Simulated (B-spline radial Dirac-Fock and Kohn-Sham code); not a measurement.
**Pm⁶⁺: non-radiative channels of the 2s vacancy**

System: promethium as Pm⁶⁺, [Kr] 4d10 4f3 5s2 5p4.

The run's input, task.json:

```json
{"items": [{
  "Z": 61,
  "q": 6,
  "cfg": [[1, 0, 2], [2, 0, 2], [2, 1, 6], [3, 0, 2], [3, 1, 6], [3, 2, 10], [4, 0, 2], [4, 1, 6], [4, 2, 10], [4, 3, 3], [5, 0, 2], [5, 1, 4]],
  "A": 145,
  "rrms": 4.962,
  "do": ["binding", "quiet", "decay"],
  "holes": ["K", "L1", "L2", "L3", "M1", "M2", "M3", "M4", "M5", "N1", "N2", "N3", "N4", "N5"]
}]}
```

Launch: `python xray_run.py task.json out`

Calculated with a B-spline atomic structure program, using independent-particle radiative and Coulomb Auger rates from relativistic LDA hole-state orbitals, with Dirac-Fock energies. Kinetic energies are configuration averages from the vacuum level; the two-hole energies are estimated from single-hole states.

| transition | kinetic energy (eV) | width (meV) | share (%) |
| --- | --- | --- | --- |
| L1-L2N2 | 17.88 | 157 | 4.1 |
| L1-L2N3 | – | 195 | 5.1 |
| L1-L2N4 | 162.9 | 57.9 | 1.5 |
| L1-L2N5 | 167.1 | 90.1 | 2.4 |
| L1-L2O1 | 277.0 | 44.4 | 1.2 |
| L1-L2N7 | 301.5 | 45.4 | 1.2 |
| L1-L3N1 | 500.4 | 263 | 6.9 |
| L1-L3N2 | 570.5 | 116 | 3.1 |
| L1-L3N3 | – | 200 | 5.3 |
| L1-L3N4 | 715.7 | 284 | 7.5 |
| L1-L3N5 | 721.0 | 362 | 9.5 |
| L1-L3O1 | 830.5 | 52.9 | 1.4 |
| L1-L3N6 | 854.3 | 53.0 | 1.4 |
| L1-L3N7 | 854.9 | 68.1 | 1.8 |
| L1-M1M1 | 3965.9 | 50.3 | 1.3 |
| L1-M1M2 | 4154.3 | 102 | 2.7 |
| L1-M1M3 | 4269.1 | 183 | 4.8 |
| L1-M1M4 | 4567.9 | 149 | 3.9 |
| L1-M1M5 | 4592.1 | 206 | 5.4 |
| L1-M2M5 | 4768.5 | 59.4 | 1.6 |
| L1-M4M5 | 5186.0 | 301 | 7.9 |
| L1-M5M5 | 5211.3 | 83.1 | 2.2 |
| L1-M1N3 | – | 40.2 | 1.1 |
| L1-M4N5 | 6128.0 | 40.5 | 1.1 |

A dash stands for an energy that rests on an unreliable hole state.

Coster-Kronig rates are the weakest part of this model and often come out 1.5 to 2.5 times too large. The listed channels hold 84 % of the non-radiative rate. Summed by principal shells, of 3.79 eV in all: LLN 50.8 %, LMM 31.9 %, LMN 10.6 %, LLO 4.7 %, LMO 0.9 %, LNN 0.9 %.
